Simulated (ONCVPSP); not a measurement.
## Before and after: ONCV potential for Sm

ONCVPSP 4.0.1 input, shortened (lines: element, Z, core and valence counts, functional; n l f; lmax; l rc ep ncon nbas qcut; lloc lpopt rc5 dvloc0; l nproj debl; icmod fcfact rcfact), PBE, scalar-relativistic:

```
  Sm 62.00   10    5        4      upf
    1    0    2.00
    2    0    2.00
    2    1    6.00
    3    0    2.00
    3    1    6.00
    3    2   10.00
    4    0    2.00
    4    1    6.00
    4    2   10.00
    4    3    5.00
    5    0    2.00
    5    1    6.00
    5    2    1.00
    6    0    1.50
    6    1    0.50
    2
    0    2.15    0.00    4    8    6.30
    1    3.05    0.00    5    8    5.70
    2    2.60    0.00    5    8    3.10
    4    5    2.10    4.00
    0    2    1.70
    1    2    3.80
    2    2    2.30
    2    0.60    1.15
```

All-electron outer shells of the reference configuration (PBE, scalar-relativistic, ld1.x):

```csv
shell,level (eV),outermost node (bohr),outermost maximum (bohr)
4d,-136.08,0.28,0.58
5s,-47.36,0.68,1.25
5p,-26.63,0.73,1.42
4f,-8.59,–,0.61
6s,-4.36,1.66,3.48
5d,-3.25,0.83,2.01
6p,-1.63,1.99,4.64
```

Change: all radii but the core radius scaled by about 1.16 (s 2.50, p 3.54, d 3.02 bohr); local potential polynomial inside 2.44 bohr (lpopt 5, dvloc0 4 Ha).

Cutoffs: the cutoffs (Ha) at which the residual kinetic energy of the hardest occupied pseudo-wave falls to 1 and 0.1 mHa per electron; they do not see the model core or the augmentation charge, which bear on the density cutoff. Errors are all-electron minus pseudo energies relative to the spin-unpolarised reference configuration.

**Question.** What does the change do?

**Answer.** The potential gets neither clearly harder nor softer (15 Ha and 29 Ha → 16 Ha and 23 Ha); the d channel sets the loose cutoff, while the largest relative change is in s, which becomes softer; the lowest positive-energy flag moves from s at 19.9 eV to none; of the 4 tests that both files solve, the error grows in 0 and shrinks in 2 by more than 15 % and 0.3 meV (median size 1.3 → 0.7 meV); neither file shows a bound ghost.

| quantity | base | changed |
| --- | --- | --- |
| cutoff, loose | 15 Ha | 16 Ha |
| cutoff, tight | 29 Ha | 23 Ha |
| loose cutoff by channel | s 13 Ha, p 6.6 Ha, d 15 Ha | s 11 Ha, p 6.7 Ha, d 16 Ha |
| bound ghosts | none | none |
| GHOST(+) flags under 300 eV | s at 19.9 eV | none |
| error for 5s2 5p6 5d1 6s2 6p0, meV [ΔE -1.35 eV] | +0.5 | +0.4 |
| error for 5s2 5p6 5d1 6s1 6p0, meV [ΔE 5.11 eV] | +0.1 | -0.1 |
| error for 5s2 5p6 5d1 6s0 6p0, meV [ΔE 16.88 eV] | +9.0 | +5.8 |
| error for 5s2 5p6 5d1.5 6s1.5 6p0, meV [ΔE -0.67 eV] | -2.2 | -1.0 |
| rms error of d²Exc/dni dnj with the model core, mHa | 0.51 | 0.74 |
